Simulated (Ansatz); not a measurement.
Isolated molecules relaxed with PBE0-D4/def2-TZVP in Ansatz; ΔE leaves out vibrations. CCSD(T)/CBS is the MP2 limit (def2-TZVPP, def2-QZVPP) plus CCSD(T) − MP2 in def2-TZVPP, frozen cores. DFT in def2-TZVPP. One conformer a species, not always the lowest.

Reaction (isomerisation): `OC1C[SiH2]1` → `C[SiH2]C=O`

`OC1C[SiH2]1`:

```xyz
10

O     0.822   -0.632   -1.507
C    -0.058   -0.617   -0.421
C     0.429    0.021    0.892
Si   -0.936    0.951    0.045
H     1.560   -1.209   -1.284
H    -0.610   -1.548   -0.274
H     0.280   -0.539    1.809
H     1.409    0.487    0.824
H    -2.319    0.879    0.562
H    -0.578    2.206   -0.645
```

`C[SiH2]C=O`:

```xyz
10

C    -0.706    1.087   -0.637
Si   -0.061    0.008    0.733
C     0.990   -1.423   -0.013
O     1.159   -1.541   -1.202
H    -1.322    0.502   -1.322
H     0.122    1.509   -1.208
H    -1.310    1.907   -0.242
H    -1.150   -0.626    1.530
H     0.821    0.744    1.682
H     1.457   -2.167    0.678
```

| level | ΔE (kJ/mol) |
| --- | --- |
| BLYP-D4 | -123.1 |
| r2SCAN-D4 | -101.1 |
| BHLYP-D4 | -114.4 |
| LC-ωPBE | -93.4 |

Q: What does CCSD(T)/CBS give? (Estimate.)

A: Computed: -104.3 kJ/mol. The listed levels differ from it by -18.8, 3.2, -10.1, 10.9 kJ/mol.

Largest T1 diagnostic among the species: 0.014.

Leaving LDA and LC-ωPBE aside and taking each functional with its dispersion term where it has one, the values, not all of them listed here, spread over 30.7 kJ/mol, from BLYP-D4 to HSE06-D4. LDA lies +33.9 kJ/mol from PBE without D4. From PBE to PBE0 (25 % exact exchange), in def2-TZVPP and without D4, ΔE moves by +5.2 kJ/mol.
